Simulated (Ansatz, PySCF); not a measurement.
Another site gives an ion 0.62 eV lower (`[SiH3][N-][SiH3]`) at the level frozen-core CCSD(T)/aug-cc-pVTZ // PBE0-D3(BJ)/def2-TZVPD (Ansatz, a quantum-chemistry and plane-wave program).

Delta-SCF ions had no search for a lower state. 

**H6NSi2, SMILES `[SiH2-]N[SiH3]` (not the most acidic site) (charge -1, multiplicity 1)**

Level of theory: PBE0-D3(BJ)/def2-TZVPD in PySCF.

HOMO: -0.18 eV
vertical detachment energy (Delta-SCF): 2.00 eV
total energy: -637.1102 Ha
cost: around 60 core-seconds (rough)

```xyz
9

Si    -1.9564     0.3934    -0.0025
N     -0.1898     0.8698    -0.1579
Si     1.1223    -0.1816    -0.0078
H     -1.8401    -0.4423     1.2940
H     -1.9180    -0.8683    -0.8968
H     -0.0135     1.8394    -0.3543
H      2.4315     0.5489    -0.1951
H      1.2249    -0.8585     1.3264
H      1.1391    -1.3008    -1.0059
```
Charge -1, spin multiplicity 1.
